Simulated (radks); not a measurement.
Problem. Ni24+, configuration [He] 2s2. Calculated with a radial shooting solver on a logarithmic mesh with Libxc functionals: scalar-relativistic Kohn-Sham, r2SCAN, spin-polarised, spherical densities, finite nucleus; meta-GGA in the generalised Kohn-Sham scheme; Fermi nuclear charge, rms radius 3.7757 fm. Some entries of the table are withheld. Estimate them.

orbital,occ.,eigenvalue (hartree),r(max) (bohr)
1s,2,-361.8003,0.03532
2s,2,(1),0.1931
2p,0,-79.68188,0.1526
3s,0,-34.01023,(2)

Solution. 
(1) 2s eigenvalue (hartree): -82.82052
(2) 3s r(max) (bohr): 0.4896
